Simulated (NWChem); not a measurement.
System: C$_{3}$H$_{5}$F; SMILES FC1CC1

Input file for NWChem:

```
start job
memory heap 200 mb stack 900 mb global 1100 mb
geometry units angstroms noautosym nocenter noautoz
  F     -0.198832    -1.461572     0.000000
  C      0.468914    -0.262900     0.000000
  C     -0.132853     0.878521    -0.761632
  C     -0.132853     0.878521     0.761632
  H      1.564033    -0.406869     0.000000
  H      0.533569     1.566299    -1.305338
  H     -1.094872     0.676504    -1.257561
  H     -1.094872     0.676504     1.257561
  H      0.533569     1.566299     1.305338
end
basis spherical
  * library def2-svp
end
dft
  xc xpbe96 cpbe96
  iterations 150
end
cosmo
  dielec 25.0
end
task dft energy
```

Excerpt of the output:

```
             Northwest Computational Chemistry Package (NWChem) 7.3.0
             --------------------------------------------------------

                             Geometry "geometry" -> ""
                             -------------------------

 Output coordinates in angstroms (scale by  1.889725989 to convert to a.u.)

  No.       Tag          Charge          X              Y              Z
 ---- ---------------- ---------- -------------- -------------- --------------
    1 F                    9.0000    -0.19883200    -1.46157200     0.00000000
    2 C                    6.0000     0.46891400    -0.26290000     0.00000000
    3 C                    6.0000    -0.13285300     0.87852100    -0.76163200
    4 C                    6.0000    -0.13285300     0.87852100     0.76163200
    5 H                    1.0000     1.56403300    -0.40686900     0.00000000
    6 H                    1.0000     0.53356900     1.56629900    -1.30533800
    7 H                    1.0000    -1.09487200     0.67650400    -1.25756100
    8 H                    1.0000    -1.09487200     0.67650400     1.25756100
    9 H                    1.0000     0.53356900     1.56629900     1.30533800

 Effective nuclear repulsion energy (a.u.)     121.3141539162

  pbe96 is a nonlocal functional; adding pw91lda local functional.

                                 NWChem DFT Module
                                 -----------------

 Summary of "ao basis" -> "ao basis" (spherical)
 ------------------------------------------------------------------------------
       Tag                 Description            Shells   Functions and Types
 ---------------- ------------------------------  ------  ---------------------
 F                          def2-svp                 6       14   3s2p1d
 C                          def2-svp                 6       14   3s2p1d
 H                          def2-svp                 3        5   2s1p

 in cosmo_initialize ...

 solvent parameters
 solvname_short: unkn
 solvname_long:  unknown
 dielec:       25.0000

          ---------------
          -cosmo- solvent
          ---------------
 Cosmo: York-Karplus, doi: 10.1021/jp992097l
 dielectric constant -eps-     =  25.00
 screen = (eps-1)/(eps    )    =   0.96000
 surface charge correction     = lagrangian

   van der Waals surface
 --------------------------

 ---------- ATOMIC COORDINATES (A.U.) ------------ VDWR(ANG.) --
     1   -0.37573800   -2.76197059    0.00000000     1.720
     2    0.88611897   -0.49680896    0.00000000     2.000
     3   -0.25105577    1.66016397   -1.43927578     2.000
     4   -0.25105577    1.66016397    1.43927578     2.000
     5    2.95559381   -0.76887092    0.00000000     1.300
     6    1.00829921    2.95987593   -2.46673114     1.300
     7   -2.06900807    1.27840719   -2.37644570     1.300
     8   -2.06900807    1.27840719    2.37644570     1.300
     9    1.00829921    2.95987593    2.46673114     1.300
 number of segments per atom =         32
 number of   points per atom =         32
 atom (   nspa,  nppa )
 ----------------------
    1 (     22,     0 )       0
    2 (     10,     0 )       0
    3 (     17,     0 )       0
    4 (     17,     0 )       0
    5 (     16,     0 )       0
    6 (     16,     0 )       0
    7 (     15,     0 )       0
    8 (     15,     0 )       0
    9 (     16,     0 )       0
 number of -cosmo- surface points =      144
 molecular surface =     96.124 angstrom**2
 molecular volume  =     79.506 angstrom**3
 G(cav/disp)       =      1.341 kcal/mol
 -lineq- algorithm             =   0
 -bem- low  level              =   2
 -bem- from -octahedral-
 gaussian surface charge width =   4.50000
 degree of switching           =   1.00000
 switching function tolerance  =   0.00010
 atomic radii =
 --------------
    1  9.000  1.720
    2  6.000  2.000
    3  6.000  2.000
    4  6.000  2.000
    5  1.000  1.300
    6  1.000  1.300
    7  1.000  1.300
    8  1.000  1.300
    9  1.000  1.300
 ...... end of -cosmo- initialization ......

            General Information
            -------------------
          SCF calculation type: DFT
          Wavefunction type:  closed shell.
          No. of atoms     :     9
          No. of electrons :    32
           Alpha electrons :    16
            Beta electrons :    16
          Charge           :     0
          Spin multiplicity:     1
          Use of symmetry is: off; symmetry adaption is: off
          Maximum number of iterations: 150
          AO basis - number of functions:    81
                     number of shells:    39
          Convergence on energy requested:  1.00D-06
          Convergence on density requested:  1.00D-05
          Convergence on gradient requested:  5.00D-04

              XC Information
              --------------
          PerdewBurkeErnzerhof Exchange Functional  1.000
            Perdew 1991 LDA Correlation Functional  1.000 local
           PerdewBurkeErnz. Correlation Functional  1.000 non-local

             Grid Information
             ----------------
          Grid used for XC integration:  medium
          Radial quadrature: Mura-Knowles
          Angular quadrature: Lebedev.
          Tag              B.-S. Rad. Rad. Pts. Rad. Cut. Ang. Pts.
          ---              ---------- --------- --------- ---------
          F                   0.50       49           9.0       434
          C                   0.70       49           8.0       434
          H                   0.35       45          10.0       434
          Grid pruning is: on
          Number of quadrature shells:   421
          Spatial weights used:  Erf1

      Superposition of Atomic Density Guess
      -------------------------------------

 Sum of atomic energies:        -214.66333799

      Non-variational initial energy
      ------------------------------

 Total energy =    -216.980580
 1-e energy   =    -533.118663
 2-e energy   =     194.823929
 HOMO         =      -0.325924
 LUMO         =       0.106170

   convergence    iter        energy       DeltaE   RMS-Dens  Diis-err
 ---------------- ----- ----------------- --------- --------- ---------
     COSMO gas phase
 d= 0,ls=0.0,diis     1   -216.6487548190 -3.38D+02  1.78D-02  5.40D-01
 d= 0,ls=0.0,diis     2   -216.6023841681  4.64D-02  1.05D-02  1.16D+00
 d= 0,ls=0.0,diis     3   -216.7058393211 -1.03D-01  1.76D-03  4.68D-02
 d= 0,ls=0.0,diis     4   -216.7092157525 -3.38D-03  7.86D-04  4.39D-03
 d= 0,ls=0.0,diis     5   -216.7095899176 -3.74D-04  2.82D-04  5.66D-04
  Resetting Diis
 d= 0,ls=0.0,diis     6   -216.7096640568 -7.41D-05  2.78D-05  4.19D-06
 d= 0,ls=0.0,diis     7   -216.7096644733 -4.16D-07  2.43D-05  1.14D-06
 d= 0,ls=0.0,diis     8   -216.7096643288  1.44D-07  1.39D-05  2.30D-06
 d= 0,ls=0.0,diis     9   -216.7096646146 -2.86D-07  8.84D-07  3.32D-09

   convergence    iter        energy       DeltaE   RMS-Dens  Diis-err
 ---------------- ----- ----------------- --------- --------- ---------
     COSMO solvation phase
 d= 0,ls=0.0,diis     1   -216.7128524184 -3.19D-03  1.72D-03  1.24D-03
 d= 0,ls=0.0,diis     2   -216.7130866790 -2.34D-04  4.87D-04  1.24D-03
 d= 0,ls=0.0,diis     3   -216.7131948105 -1.08D-04  1.01D-04  1.91D-04
 d= 0,ls=0.0,diis     4   -216.7132073239 -1.25D-05  3.84D-05  1.46D-05
 d= 0,ls=0.0,diis     5   -216.7132087933 -1.47D-06  1.14D-05  1.48D-06
 d= 0,ls=0.0,diis     6   -216.7132089721 -1.79D-07  2.37D-06  3.38D-08

         Total DFT energy =     -216.713208972133
      One electron energy =     -536.499176877108
           Coulomb energy =      226.664057061520
    Exchange-Corr. energy =      -28.296446653603
 Nuclear repulsion energy =      121.314153916217

             COSMO energy =        0.104203580840

 Numeric. integr. density =       31.999994383704

                                   COSMO solvation results
                                   -----------------------

                 gas phase energy =      -216.709664614564
                 sol phase energy =      -216.713208972133
 (electrostatic) solvation energy =         0.003544357569 (    2.22 kcal/mol)

                       DFT Final Molecular Orbital Analysis
                       ------------------------------------

 Vector   14  Occ=2.000000D+00  E=-3.203264D-01
              MO Center= -2.6D-01,  9.4D-01, -1.0D-09, r^2= 2.5D+00
   Bfn.  Coefficient  Atom+Function         Bfn.  Coefficient  Atom+Function
  ----- ------------  ---------------      ----- ------------  ---------------
    32      0.290331  3 C  px                46     -0.290331  4 C  px
    67     -0.267232  7 H  s                 72      0.267232  8 H  s
    62      0.233381  6 H  s                 77     -0.233381  9 H  s
    68     -0.124446  7 H  s                 73      0.124446  8 H  s
    33      0.120793  3 C  py                47     -0.120793  4 C  py

 Vector   15  Occ=2.000000D+00  E=-2.578057D-01
              MO Center=  5.7D-02,  3.1D-01, -2.8D-10, r^2= 2.3D+00
   Bfn.  Coefficient  Atom+Function         Bfn.  Coefficient  Atom+Function
  ----- ------------  ---------------      ----- ------------  ---------------
    34      0.245670  3 C  pz                48     -0.245670  4 C  pz
     4      0.234274  1 F  px                33      0.226625  3 C  py
    47      0.226625  4 C  py                57      0.219999  5 H  s
    18      0.197278  2 C  px                 5     -0.183174  1 F  py
     7     -0.164704  1 F  px                37      0.152712  3 C  pz

 Vector   16  Occ=2.000000D+00  E=-2.407601D-01
              MO Center=  6.4D-02, -7.8D-02, -6.0D-09, r^2= 2.2D+00
   Bfn.  Coefficient  Atom+Function         Bfn.  Coefficient  Atom+Function
  ----- ------------  ---------------      ----- ------------  ---------------
    20      0.390990  2 C  pz                 6      0.383891  1 F  pz
     9     -0.282625  1 F  pz                33      0.259807  3 C  py
    47     -0.259807  4 C  py                31     -0.232586  3 C  s
    45      0.232586  4 C  s                 36      0.154399  3 C  py
    50     -0.154399  4 C  py                23      0.119895  2 C  pz

 Vector   17  Occ=0.000000D+00  E= 4.102667D-02
              MO Center=  4.3D-01,  5.8D-01,  4.1D-12, r^2= 4.9D+00
   Bfn.  Coefficient  Atom+Function         Bfn.  Coefficient  Atom+Function
  ----- ------------  ---------------      ----- ------------  ---------------
    58      0.868262  5 H  s                 63      0.754586  6 H  s
    78      0.754586  9 H  s                 17     -0.599104  2 C  s
    68     -0.583070  7 H  s                 73     -0.583070  8 H  s
    21     -0.422790  2 C  px                22     -0.324793  2 C  py
    35     -0.313778  3 C  px                49     -0.313778  4 C  px

 Vector   18  Occ=0.000000D+00  E= 5.949034D-02
              MO Center= -3.8D-01,  8.5D-01,  4.5D-09, r^2= 5.5D+00
   Bfn.  Coefficient  Atom+Function         Bfn.  Coefficient  Atom+Function
  ----- ------------  ---------------      ----- ------------  ---------------
    31      1.348059  3 C  s                 45      1.348059  4 C  s
    68     -1.053316  7 H  s                 73     -1.053316  8 H  s
    63     -0.756934  6 H  s                 78     -0.756934  9 H  s
    58     -0.473197  5 H  s                 37     -0.373832  3 C  pz
    51      0.373832  4 C  pz                22     -0.253270  2 C  py

 Vector   19  Occ=0.000000D+00  E= 8.910087D-02
              MO Center= -2.1D-01,  1.1D+00, -2.1D-08, r^2= 4.9D+00
   Bfn.  Coefficient  Atom+Function         Bfn.  Coefficient  Atom+Function
  ----- ------------  ---------------      ----- ------------  ---------------
    31      2.188644  3 C  s                 45     -2.188644  4 C  s
    63     -0.897817  6 H  s                 78      0.897817  9 H  s
    68     -0.859426  7 H  s                 73      0.859426  8 H  s
    37      0.470957  3 C  pz                51      0.470957  4 C  pz
    36      0.415396  3 C  py                50     -0.415396  4 C  py

     Multipole analysis of the density
     ---------------------------------

     L   x y z        total         alpha         beta         nuclear
     -   - - -        -----         -----         ----         -------
     0   0 0 0     -0.000000    -16.000000    -16.000000     32.000000

     1   1 0 0      0.297046      0.270233      0.270233     -0.243421
     1   0 1 0      0.637352      0.423139      0.423139     -0.208926
     1   0 0 1      0.000000      0.000000      0.000000      0.000000

     2   2 0 0    -16.264554    -21.166606    -21.166606     26.068658
     2   1 1 0      0.158432      0.027505      0.027505      0.103421
     2   1 0 1     -0.000000     -0.000000     -0.000000      0.000000
     2   0 2 0    -19.383091    -71.987808    -71.987808    124.592525
     2   0 1 1      0.000000      0.000000      0.000000      0.000000
     2   0 0 2    -17.538766    -32.930728    -32.930728     48.322691
```

Level: PBE/def2-SVP, COSMO on the gas-phase geometry. Coordinates come from a PBE-D3(BJ)/def2-SVP optimisation. COSMO prints the solvation energy as gas minus solution, so a positive value is a stabilisation.
